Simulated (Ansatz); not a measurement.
The cluster P₃Se, relaxed as a doublet with UKS PBE-D4/def2-SVP in Ansatz, starting from the GFN1-xTB geometry. Force threshold 0.02 eV/Å.

Another isomer (doublet) lies 0.44 eV lower at PBE0-D4/def2-TZVP; other spin states weren't run for this one.

Start:

```tsv
atom	x (Å)	y (Å)	z (Å)
P1	-1.143	0.473	0.732
P2	1.212	-0.425	-0.645
P3	0.878	0.411	1.235
Se4	-0.948	-0.459	-1.322
```

Task: Estimate the energy that the relaxation releases and the steps that it takes.

Result: 2.8 kcal/mol, in 7 steps; 8 s on 4 threads of Arm Neoverse V2 on a shared host. No frequencies were taken in this run, so the end may be a saddle point.

Task: Does the start keep its bonding and symmetry?

Result: By distances, no bond broke or formed. The bond that changes most is P1–P3, from 2.08 to 2.15 Å (atoms count from 1). Point group C2v at the start, Cs at the end, both within 0.05 Å.

Task: Predict the relaxed structure.

Result: 
```xyz
4

P    -1.193    0.556    0.733
P     1.273   -0.384   -0.709
P     0.875    0.346    1.271
Se   -0.954   -0.518   -1.294
```
Bond lengths: 2 × P–P 2.15 Å; 2 × P–Se 2.31 Å.
